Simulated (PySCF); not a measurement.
(3Z)-3,4-difluoropenta-1,3-diene (C₅H₆F₂), SMILES C=C/C(F)=C(/F)C.

Geometry: ωB97X-D3(BJ)/def2-SVP. One conformer was computed; it need not be the lowest.

These are PySCF with PBE0/def2-TZVP values and carry that method's errors.

Isolated molecule, no solvent.

| Property | Value |
|---|---|
| total energy | -393.51331 hartree |
| point group | Cs |
| highest occupied level | -6.58 eV |
| lowest empty level | -0.88 eV |
| orbital gap | 5.70 eV |
| dipole moment | 2.72 D |
| quadrupole, principal values (traceless, Buckingham form, about the centre of nuclear charge) | -3.23, -1.70, 4.93 D·Å |
| mean static polarisability | 67.4 bohr³ (9.99 Å³) |
| polarisability, principal values | 40.8, 55.3, 106.1 bohr³ |
